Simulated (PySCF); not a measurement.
## MK cations for M along the fifth-period p block

HF with double-zeta basis sets in PySCF, for the lowest determinant that a PBE0 search found; no spin–orbit coupling. De refers to high-spin ground-configuration atoms (the charge goes to the atom of lower measured ionisation energy or higher electron affinity, which is not always the lowest computed limit). A positive dipole points towards K; it is taken about the centre of mass and depends on that origin.

| M | basis | reference | charged atom | state (unpaired electrons) | Re (Å) | ωe (cm⁻¹) | De (eV) | μ (D) |
| --- | --- | --- | --- | --- | --- | --- | --- | --- |
| In | x2c-SVPall | UHF | K+ | doublet (σ ↑) | 4.215 | 65.1 | 0.55 | 11.40 |
| Sn | def2-SVP | UHF | K+ | triplet (σ ↑, π ↑) | 4.074 | 60.7 | 0.27 | 12.53 |
| Sb | x2c-SVPall | UHF | K+ | quartet (σ ↑, π ↑↑) | 3.962 | 58.6 | 0.18 | 12.63 |
| Te | def2-SVP | UHF | K+ | triplet (π ↑↑) | 3.814 | 76.1 | 0.36 | 12.34 |
| I | x2c-SVPall | UHF | K+ | doublet (π ↑) | 3.729 | 73.1 | 0.27 | 12.20 |

The shortest bond is that of KI⁺ (3.729 Å), the longest that of KIn⁺ (4.215 Å).

The rows differ in basis set, which adds steps of its own.

The state changes along the series, so neighbouring rows are not always alike in their bonding.

Spin–orbit coupling is left out, which matters for elements this heavy, above all for dissociation energies. For an ion De counts to the pair picked by the measured ionisation energies or electron affinities, which need not be the lowest pair at this level. Hartree–Fock leaves out correlation, which carries a large part of most bond energies and some tenths to 1 eV of ionisation energies. States were picked by a PBE0 search and need not be the measured ground states.
